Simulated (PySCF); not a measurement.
## Where the electron goes

1-(3-methoxyphenyl)propan-1-ol, C10H14O2.
Numbering: `[CH3:1][CH2:2][C@@H:3]([OH:4])[c:5]1[cH:6][cH:7][cH:8][c:9]([O:10][CH3:11])[cH:12]1` (hydrogens: H13, H14, H15 on C1; H16, H17 on C2; H18 on C3; H19 on O4; H20 on C6; H21 on C7; H22 on C8; H23, H24, H25 on C11; H26 on C12)

Cartesian coordinates in Å at the PBE0-D3(BJ)/def2-SVP level; atoms count from 1:
```
atom  x, y, z in Å
C1    -3.468    0.857   -0.606
C2    -2.241   -0.005   -0.846
C3    -1.359   -0.140    0.396
O4    -2.075   -0.664    1.491
C5    -0.099   -0.930    0.108
C6    -0.169   -2.300   -0.153
C7     0.995   -3.021   -0.421
C8     2.229   -2.388   -0.441
C9     2.310   -1.013   -0.187
O10    3.546   -0.475   -0.222
C11    3.696    0.898    0.007
C12    1.144   -0.290    0.088
H13   -4.040    0.476    0.253
H14   -3.184    1.897   -0.378
H15   -4.130    0.875   -1.485
H16   -1.628    0.400   -1.669
H17   -2.544   -1.018   -1.170
H18   -1.060    0.874    0.714
H19   -2.259   -1.592    1.308
H20   -1.133   -2.818   -0.155
H21    0.938   -4.094   -0.622
H22    3.152   -2.933   -0.648
H23    4.767    1.117   -0.081
H24    3.146    1.502   -0.737
H25    3.356    1.187    1.018
H26    1.187    0.779    0.301
```

Computed with PySCF, TDDFT wB97X-D/def2-SVPD, vertical, gas phase, core orbitals frozen in the response.

Kohn–Sham orbitals with the atoms that hold most of them (Löwdin shares over 4%, at most four atoms; ? is withheld):

```tsv
orbital	ε (eV)	atoms
HOMO-3	-10.95	O4 18%, C3 13%, O10 9%, C2 7%
HOMO-2	-9.86	O4 55%, C3 12%, C2 11%, C5 6%
HOMO-1	-9.09	?
HOMO	-8.25	C6 20%, O10 20%, C8 14%, C9 14%
LUMO	1.37	?
LUMO+1	1.68	C9 20%, C6 20%, C7 15%, C12 10%
LUMO+2	2.18	C11 15%, C12 6%, H24 6%, H26 5%
```

(1) Which atoms hold the LUMO, and with what shares?

(2) Which atoms hold the HOMO-1, and with what shares?

(3) The HOMO–LUMO gap is 9.62 eV. Where does the response calculation put the lowest singlet, and from which orbitals?

(4) Give energy, strength and leading configuration of S1, S5 and S6, and follow the Löwdin shares of the leading atoms from the occupied to the empty orbital.

Answers

(1) C5 (bonded to 3 C) 20%; C8 (bonded to 2 C and H) 19%; C7 (bonded to 2 C and H) 15%; C12 (bonded to 2 C and H) 14%.

(2) C12 (bonded to 2 C and H) 25%; C7 (bonded to 2 C and H) 20%; C5 (bonded to 3 C) 16%; C8 (bonded to 2 C and H) 15%.

(3) S1 is at 5.16 eV (f = 0.034), 4.46 eV below the gap, made of HOMO→LUMO (71%), HOMO-1→LUMO+1 (19%). 

(4) 
- S1 (5.16 eV, f 0.034), HOMO→LUMO (71%): C6 20% → at most 15%, O10 20% → at most 15%, C5 at most 14% → 20%, C8 14% → 19%
- S5 (6.85 eV, f 0.399), HOMO-1→LUMO+1 (73%): C12 25% → 10%, C7 20% → 15%, C9 at most 16% → 20%, C6 at most 16% → 20%
- S6 (7.05 eV, f 0.018), HOMO-2→LUMO (83%): O4 55% → at most 15%, C3 12% → at most 15%, C5 6% → 20%, C8 at most 7% → 19%

Löwdin shares depend on the basis, the more so with diffuse functions.

On Arm Neoverse V1, one thread, on a shared host, this took 5.3 min wall and 2.0 GiB of memory at its peak.

One conformer stands for the species.
